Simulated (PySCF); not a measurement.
Breaking a bond: NaI, singlet.

Levels: RKS-PBE = PySCF with restricted PBE/def2-SVP, def2 effective core potentials past Kr; UKS-PBE = unrestricted PBE/def2-SVP, def2 effective core potentials past Kr in PySCF; RKS-PBE0 = restricted PBE0/def2-SVP, def2 effective core potentials past Kr in PySCF; UCCSD(T) = CCSD(T) on UHF/def2-SVP, 5 core orbitals frozen, def2 effective core potentials past Kr run with PySCF 2.14.0.

Energies relative to the lowest point of each curve near equilibrium, in kcal/mol; the last columns give the difference from UCCSD(T):

```json
[
 {"R / Å": "2.04", "RKS-PBE": "59.2", "UKS-PBE": "59.2", "RKS-PBE0": "59.3", "UCCSD(T)": "65.8", "RKS-PBE − UCCSD(T)": "-6.6", "UKS-PBE − UCCSD(T)": "-6.6", "RKS-PBE0 − UCCSD(T)": "-6.5"},
 {"R / Å": "2.16", "RKS-PBE": "34.0", "UKS-PBE": "34.0", "RKS-PBE0": "33.8", "UCCSD(T)": "38.4", "RKS-PBE − UCCSD(T)": "-4.4", "UKS-PBE − UCCSD(T)": "-4.4", "RKS-PBE0 − UCCSD(T)": "-4.5"},
 {"R / Å": "2.31", "RKS-PBE": "15.0", "UKS-PBE": "15.0", "RKS-PBE0": "14.8", "UCCSD(T)": "17.5", "RKS-PBE − UCCSD(T)": "-2.5", "UKS-PBE − UCCSD(T)": "-2.5", "RKS-PBE0 − UCCSD(T)": "-2.7"},
 {"R / Å": "2.45", "RKS-PBE": "5.6", "UKS-PBE": "5.6", "RKS-PBE0": "5.4", "UCCSD(T)": "6.8", "RKS-PBE − UCCSD(T)": "-1.3", "UKS-PBE − UCCSD(T)": "-1.3", "RKS-PBE0 − UCCSD(T)": "-1.5"},
 {"R / Å": "2.58", "RKS-PBE": "1.3", "UKS-PBE": "1.3", "RKS-PBE0": "1.2", "UCCSD(T)": "1.9", "RKS-PBE − UCCSD(T)": "-0.6", "UKS-PBE − UCCSD(T)": "-0.6", "RKS-PBE0 − UCCSD(T)": "-0.7"},
 {"R / Å": "2.63", "RKS-PBE": "0.6", "UKS-PBE": "0.6", "RKS-PBE0": "0.5", "UCCSD(T)": "0.9", "RKS-PBE − UCCSD(T)": "-0.4", "UKS-PBE − UCCSD(T)": "-0.4", "RKS-PBE0 − UCCSD(T)": "-0.4"},
 {"R / Å": "2.71", "RKS-PBE": "0.0", "UKS-PBE": "0.0", "RKS-PBE0": "0.0", "UCCSD(T)": "0.1", "RKS-PBE − UCCSD(T)": "-0.1", "UKS-PBE − UCCSD(T)": "-0.1", "RKS-PBE0 − UCCSD(T)": "-0.1"},
 {"R / Å": "2.78", "RKS-PBE": "0.1", "UKS-PBE": "0.1", "RKS-PBE0": "0.2", "UCCSD(T)": "0.0", "RKS-PBE − UCCSD(T)": "0.1", "UKS-PBE − UCCSD(T)": "0.1", "RKS-PBE0 − UCCSD(T)": "0.2"},
 {"R / Å": "2.89", "RKS-PBE": "1.1", "UKS-PBE": "1.1", "RKS-PBE0": "1.3", "UCCSD(T)": "0.8", "RKS-PBE − UCCSD(T)": "0.3", "UKS-PBE − UCCSD(T)": "0.3", "RKS-PBE0 − UCCSD(T)": "0.5"},
 {"R / Å": "2.98", "RKS-PBE": "2.4", "UKS-PBE": "2.4", "RKS-PBE0": "2.7", "UCCSD(T)": "2.0", "RKS-PBE − UCCSD(T)": "0.4", "UKS-PBE − UCCSD(T)": "0.4", "RKS-PBE0 − UCCSD(T)": "0.7"},
 {"R / Å": "3.15", "RKS-PBE": "5.9", "UKS-PBE": "5.9", "RKS-PBE0": "6.4", "UCCSD(T)": "5.5", "RKS-PBE − UCCSD(T)": "0.4", "UKS-PBE − UCCSD(T)": "0.4", "RKS-PBE0 − UCCSD(T)": "0.9"},
 {"R / Å": "3.34", "RKS-PBE": "10.5", "UKS-PBE": "10.5", "RKS-PBE0": "11.2", "UCCSD(T)": "10.2", "RKS-PBE − UCCSD(T)": "0.3", "UKS-PBE − UCCSD(T)": "0.3", "RKS-PBE0 − UCCSD(T)": "1.0"},
 {"R / Å": "3.69", "RKS-PBE": "19.5", "UKS-PBE": "19.5", "RKS-PBE0": "20.7", "UCCSD(T)": "19.9", "RKS-PBE − UCCSD(T)": "-0.4", "UKS-PBE − UCCSD(T)": "-0.4", "RKS-PBE0 − UCCSD(T)": "0.8"},
 {"R / Å": "4.04", "RKS-PBE": "27.9", "UKS-PBE": "27.9", "RKS-PBE0": "29.7", "UCCSD(T)": "29.4", "RKS-PBE − UCCSD(T)": "-1.6", "UKS-PBE − UCCSD(T)": "-1.6", "RKS-PBE0 − UCCSD(T)": "0.2"},
 {"R / Å": "4.44", "RKS-PBE": "35.9", "UKS-PBE": "35.9", "RKS-PBE0": "38.6", "UCCSD(T)": "39.2", "RKS-PBE − UCCSD(T)": "-3.3", "UKS-PBE − UCCSD(T)": "-3.3", "RKS-PBE0 − UCCSD(T)": "-0.6"},
 {"R / Å": "4.88", "RKS-PBE": "42.9", "UKS-PBE": "42.6", "RKS-PBE0": "46.7", "UCCSD(T)": "48.5", "RKS-PBE − UCCSD(T)": "-5.6", "UKS-PBE − UCCSD(T)": "-5.9", "RKS-PBE0 − UCCSD(T)": "-1.8"},
 {"R / Å": "5.47", "RKS-PBE": "—", "UKS-PBE": "48.2", "RKS-PBE0": "54.7", "UCCSD(T)": "60.9", "RKS-PBE − UCCSD(T)": "—", "UKS-PBE − UCCSD(T)": "-12.7", "RKS-PBE0 − UCCSD(T)": "-6.2"},
 {"R / Å": "5.91", "RKS-PBE": "—", "UKS-PBE": "50.8", "RKS-PBE0": "59.1", "UCCSD(T)": "—", "RKS-PBE − UCCSD(T)": "—", "UKS-PBE − UCCSD(T)": "—", "RKS-PBE0 − UCCSD(T)": "—"},
 {"R / Å": "6.63", "RKS-PBE": "—", "UKS-PBE": "53.5", "RKS-PBE0": "64.1", "UCCSD(T)": "—", "RKS-PBE − UCCSD(T)": "—", "UKS-PBE − UCCSD(T)": "—", "RKS-PBE0 − UCCSD(T)": "—"},
 {"R / Å": "7.34", "RKS-PBE": "—", "UKS-PBE": "55.0", "RKS-PBE0": "67.3", "UCCSD(T)": "—", "RKS-PBE − UCCSD(T)": "—", "UKS-PBE − UCCSD(T)": "—", "RKS-PBE0 − UCCSD(T)": "—"},
 {"R / Å": "8.13", "RKS-PBE": "—", "UKS-PBE": "56.1", "RKS-PBE0": "69.7", "UCCSD(T)": "—", "RKS-PBE − UCCSD(T)": "—", "UKS-PBE − UCCSD(T)": "—", "RKS-PBE0 − UCCSD(T)": "—"}
]
```

RKS-PBE is furthest from UCCSD(T) at 2.04 (-6.6 kcal/mol, below); its mean absolute difference over the points is 1.8 kcal/mol.

UKS-PBE is furthest from UCCSD(T) at 5.47 (-12.7 kcal/mol, below); its mean absolute difference over the points is 2.4 kcal/mol.

RKS-PBE0 is furthest from UCCSD(T) at 2.04 (-6.5 kcal/mol, below); its mean absolute difference over the points is 1.7 kcal/mol.

A dash means that the run gave no value there, or that the column was ended at a point which the program doubted or which failed a test of continuity chosen for this set; such a test can also cut sound points.

The restricted form behind RKS-PBE, RKS-PBE0 keeps the bonding electrons paired and can't separate into open-shell fragments. The unrestricted determinant behind UKS-PBE is spin-contaminated at 4.88 to 8.13 Å (<S²> up to 0.6, against 0.00 for a pure singlet). At the longest distance UKS-PBE, RKS-PBE0 leaves fractional charges on the fragments, a sign of delocalisation error or of the restricted form. The unrestricted determinant behind UCCSD(T) is spin-contaminated at 5.47 to 8.13 Å (<S²> up to 1.0, against 0.00 for a pure singlet).
